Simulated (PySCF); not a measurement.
# KN⁺: energy against distance

Set-up: PySCF, no relativity, basis sets K 6-31G(d,p), N 6-31G(d,p). Energies in eV from K⁺ + N in their ground configurations at the same level. State: ⁴Σ⁻ (quartet), unpaired electrons σ ↑, π ↑↑.

All columns are PBE. A positive dipole points towards N; it is taken about the centre of mass and depends on that origin.

```tsv
R (Å)	E (eV)	μ (D)	Mulliken charge on K (basis-dependent)	HOMO (eV)	LUMO (eV)	Mayer bond order	⟨S²⟩
2.710	-0.089	-2.79	0.94	-13.43	-9.45	0.13	3.75
2.836	-0.122	-2.97	0.94	-13.22	-9.26	0.13	3.75
2.962	-0.137	-3.16	0.94	-13.02	-9.08	0.12	3.75
3.057	-0.141	-3.29	0.94	-12.88	-8.94	0.12	3.75
3.151	-0.142	-3.43	0.94	-12.74	-8.81	0.12	3.75
3.245	-0.139	-3.57	0.94	-12.61	-8.67	0.11	3.75
3.372	-0.134	-3.75	0.95	-12.44	-8.50	0.11	3.75
3.529	-0.124	-3.98	0.95	-12.24	-8.30	0.10	3.75
3.718	-0.111	-4.26	0.95	-12.02	-8.06	0.09	3.75
3.970	-0.094	-4.63	0.96	-11.75	-7.76	0.08	3.75
```

A fit through these points gives, at Re = 3.111 Å, μ = -3.37 D and dμ/dR = -1.46 D/Å; the reduced mass is 10.3 u.

How strong is the fundamental in the double-harmonic approximation, I = 42.26·(dμ/dR)²/μred km/mol?

I = 42.26·(-1.46)²/10.3 = 8.75 km/mol at PBE.

The bond is weak. Basis-set superposition, not corrected here, can be much of De in a small basis, most of all at correlated wavefunction levels. For an ion De counts to the pair picked by the measured ionisation energies or electron affinities, which need not be the lowest pair at this level. The state was picked by a PBE0 search and need not be the measured ground state.
